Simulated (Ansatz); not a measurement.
`C#C[Si](Cl)(Cl)Cl` + H₂Te → `Cl[Si](Cl)(Cl)[TeH]` + acetylene at 700 K and 1 bar (ligand exchange at the Si–C bond).

Calculated with Ansatz (gas phase, PBE0-D4/def2-TZVP geometries, no zero-point term in ΔE). CCSD(T)/CBS is the MP2 limit (def2-TZVPP, def2-QZVPP) plus CCSD(T) − MP2 in def2-TZVPP, frozen cores. This one scheme is used for every species. Elements past krypton have def2 core potentials. For Te outer-core shells are correlated without core-valence functions, which leaves a few kJ/mol of doubt a bond.

```json
{"species": "`C#C[Si](Cl)(Cl)Cl`", "CCSD(T)/CBS energy (Eh)": "-1745.22500", "H − E (kJ/mol)": "138.9", "S (J/(mol·K))": "468.7"}
{"species": "H₂Te", "CCSD(T)/CBS energy (Eh)": "-268.91024", "H − E (kJ/mol)": "57.2", "S (J/(mol·K))": "261.6"}
{"species": "`Cl[Si](Cl)(Cl)[TeH]`", "CCSD(T)/CBS energy (Eh)": "-1936.91665", "H − E (kJ/mol)": "103.6", "S (J/(mol·K))": "489.4"}
{"species": "`C#C`", "CCSD(T)/CBS energy (Eh)": "-77.22717", "H − E (kJ/mol)": "102.1", "S (J/(mol·K))": "244.4"}
```

H − E and S are ideal-gas, rigid-rotor, harmonic terms from PBE0-D4/def2-TZVP. 1 Eh = 2625.50 kJ/mol, R = 8.31446 J/(mol·K).

Task: By hand: ΔE, ΔH, ΔS and ΔG.

Result: ΔE = (-1936.91665) + (-77.22717) − (-1745.22500) − (-268.91024) = -0.00858 Eh = -22.5 kJ/mol. Δ(H − E) = 103.6 + 102.1 − 138.9 − 57.2 = 9.6, so ΔH = -12.9 kJ/mol. ΔS = 489.4 + 244.4 − 468.7 − 261.6 = 3.5 J/(mol·K). ΔG = -12.9 − 700 × (3.5)/1000 = -15.4 kJ/mol.

Task: By hand: the equilibrium constant, and the temperature at which ΔG would vanish if ΔH and ΔS stayed fixed.

Result: log₁₀ K = −ΔG/(RT ln 10) = 1.1. ΔH and −TΔS have one sign here, so there is no such temperature.

The number of gas molecules stays the same, so ΔS is small and ΔH decides. A doubt of 5 kJ/mol in ΔE shifts log₁₀ K by 0.4 here. These are equilibria of isolated gas molecules and say nothing of rates. Largest T1 diagnostic: 0.013 (customary marks: 0.02 for closed shells, 0.045 for open ones).

ΔS is within the doubt of such terms, so its sign, and with it that verdict, could turn.
